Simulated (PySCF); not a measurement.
SMILES NC[SiH2]c1ccccc1 (C₇H₁₁NSi), GFN2-xTB optimised geometry.

```
20

N     -2.86    -0.79    -0.10
C     -2.11    -1.75     0.70
Si    -0.35    -1.99    -0.02
C      0.60    -0.36     0.00
C     -0.05     0.87     0.00
C      0.66     2.05     0.00
C      2.04     2.03     0.00
C      2.71     0.82     0.00
C      2.00    -0.36     0.00
H     -2.97    -1.15    -1.05
H     -3.79    -0.66     0.28
H     -2.04    -1.34     1.71
H     -2.61    -2.73     0.78
H      0.35    -3.00     0.80
H     -0.47    -2.49    -1.40
H     -1.13     0.88    -0.01
H      0.13     3.00    -0.01
H      2.60     2.96     0.00
H      3.79     0.80     0.00
H      2.52    -1.31     0.00
```

Density from PBE/def2-SVP (PySCF) at that geometry.

Minimum of the electron density along straight lines between bonded atoms, close to the bond critical point (lines longer than 1.1 times the sum of covalent radii, or with two minima, are not listed):

```tsv
bond	length / Å	ρ at the minimum / e bohr⁻³	∇²ρ there / e bohr⁻⁵	position (fraction from the first atom)
N1–C2	1.460	0.263	[?]	0.60
C2–Si3	1.910	0.111	0.29	0.62
Si3–C4	1.885	0.113	0.32	0.38
C4–C5	1.393	0.302	-0.73	0.50
C5–C6	1.383	0.310	-0.77	0.50
C6–C7	1.385	0.309	-0.77	0.50
C7–C8	1.385	0.309	-0.77	0.50
C4–C9	1.393	0.303	-0.73	0.50
C8–C9	1.383	0.310	-0.77	0.50
N1–H10	1.014	0.333	-1.51	0.76
N1–H11	1.016	0.332	-1.50	0.76
C2–H12	1.093	0.273	[?]	0.63
C2–H13	1.101	0.267	[?]	0.62
Si3–H14	1.470	0.115	0.31	0.49
Si3–H15	1.473	0.114	0.30	0.49
C5–H16	1.080	0.285	-1.11	0.65
C6–H17	1.081	0.280	-1.04	0.63
C7–H18	1.081	0.280	-1.04	0.63
C8–H19	1.081	0.280	-1.04	0.63
C9–H20	1.081	0.281	-1.04	0.63
```

What belongs in the gaps?


- N1–C2, ∇²ρ there / e bohr⁻⁵: -0.67
- C2–H12, ∇²ρ there / e bohr⁻⁵: -0.98
- C2–H13, ∇²ρ there / e bohr⁻⁵: -0.92
